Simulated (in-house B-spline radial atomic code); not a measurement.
# Response and correlation of the potassium ion K⁺

Closed shell [Ne] 3s2 3p6. Computed with an all-electron radial atomic-structure program (B-spline basis): Dirac-Hartree-Fock, relativistic RPA (time-dependent Dirac-Hartree-Fock) for the response and second-order many-body perturbation theory for correlation, no-pair Dirac-Coulomb Hamiltonian, finite nucleus.

Command:
```bash
python run_mb.py task.json out
```
Settings (nuclear radius in fm, box in bohr, cutoff in hartree):
```
basis_form          2
Z                   19
core_configuration  [Ne] 3s2 3p6
rms_radius          3.4349
mass_number         39
speed_of_light      137.036
box_radius          25.846
lmax                7
intervals           66
virtual_cutoff      9025.0
```

Cost of the run: 2.3 s on 1 thread of Arm Neoverse V2 (shared host).

```
multipole (bohr³, bohr⁵, bohr⁷)  uncoupled  coupled RPA
                         dipole     5.4662       5.4576
                     quadrupole     12.929       16.271
                       octupole     82.414            ?
```

What is the coupled octupole polarisability?

110.02 atomic units, +33 % against the uncoupled value.

Which subshells carry the dipole polarisability?

3p3/2 66.3 %, 3p1/2 32.1 %, 3s1/2 1.4 %.

What does the dipole shielding factor come to?

The dipole shielding factor is 0.947, against the exact N/Z = 18/19 = 0.947 of the non-relativistic theorem.

Dipole polarisability at imaginary frequency:

```tsv
u (Eh)	α(iu) (bohr³)
0	5.458
0.0566	5.44
0.141	5.349
0.283	5.048
0.424	4.624
0.566	4.144
0.849	3.222
1.13	2.483
1.41	1.935
1.98	1.23
2.83	0.7154
4.24	0.3718
5.66	0.2312
8.49	0.1193
14.1	0.05256
28.3	0.01639
```

What dispersion coefficients follow for two such ions (the dispersion part alone)?

C6 = (3/π)∫α(iu)²du = 23.21 hartree·bohr⁶ and C8 = 388 hartree·bohr⁸.

Lowest J = 1 odd-parity excitations:

```
energy (eV)  oscillator strength  leading channel  weight
     19.896             4.12e-07     3p3/2 → d3/2   0.542
     20.491               0.0383     3p3/2 → s1/2   0.601
     20.989                0.437     3p1/2 → s1/2   0.609
     22.467              0.00321     3p1/2 → d3/2   0.492
     25.291                 1.66     3p3/2 → d5/2   0.604
     26.564               0.0437     3p3/2 → s1/2   0.938
     26.806             0.000169     3p3/2 → d3/2   0.644
     26.848               0.0593     3p1/2 → s1/2   0.896
```

Second-order correlation energy by the highest angular momentum of the excited pair (hartree): s -0.02079, p -0.1799, d -0.3558, f -0.09944, g -0.03984, h -0.01522, i -0.007061, k -0.003703.

What is the second-order correlation energy at the partial-wave limit?

The listed waves sum to -0.72175 hartree; extrapolating the increments as (l + 1/2)⁻⁴ gives -0.72931 hartree, -1.1 eV per electron.
